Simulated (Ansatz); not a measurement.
The cluster Si6H3⁺. Charge 1, multiplicity 3. Geometry PBE0-D4/def2-SVP, that of the charge +1 singlet; atoms count from 1.

```xyz
9

Si   -1.3699   -0.3028   -1.3863
Si    0.5672   -1.4309   -0.1574
Si   -0.9145   -0.0917    1.0045
Si    1.1448    0.0789   -1.8809
Si    1.7509    0.3401    0.9494
Si    0.0875    1.5099   -0.3260
H    -0.2484    2.9501   -0.3964
H     0.7055   -2.9016   -0.0601
H    -1.7231   -0.1519    2.2532
```

At PBE0-D4/def2-TZVP a singlet of charge 1 lies 2.14 eV below the triplet at the same geometry. The structure comes from a short search, and lower isomers may exist.

Estimate the Mulliken populations from the PBE0/def2-TZVP orbitals of Ansatz.


```
atom  charge (e)  spin (α − β)
 Si1        0.10          0.99
 Si2        0.14          0.05
 Si3        0.09          0.15
 Si4        0.10          0.12
 Si5        0.16          0.65
 Si6        0.14          0.05
  H7        0.09          0.00
  H8        0.09          0.00
  H9        0.08         -0.01
```
Mulliken values and Mayer orders depend strongly on the basis.

Where does the spin sit?

Summed by element: Si 2.01, H -0.01, of 2 unpaired in all. Largest on single atoms: Si1 0.99, Si5 0.65, Si3 0.15.

And the Mayer bond orders between bonded heavy atoms (over 0.3)?

Si1–Si2 0.56 (2.56 Å); Si1–Si3 0.72 (2.44 Å); Si1–Si4 0.59 (2.59 Å); Si1–Si6 0.56 (2.56 Å); Si2–Si3 0.80 (2.31 Å); Si2–Si4 0.78 (2.36 Å); Si2–Si5 0.80 (2.40 Å); Si3–Si5 0.48 (2.70 Å); Si3–Si6 0.80 (2.31 Å); Si4–Si6 0.78 (2.36 Å); Si5–Si6 0.80 (2.40 Å). Values over 0.3 also appear between atoms too far apart for a bond (Si1–Si5 0.36 at 3.95 Å; Si4–Si5 0.38 at 2.91 Å); they arise where an orbital or an unpaired electron spreads over both atoms.
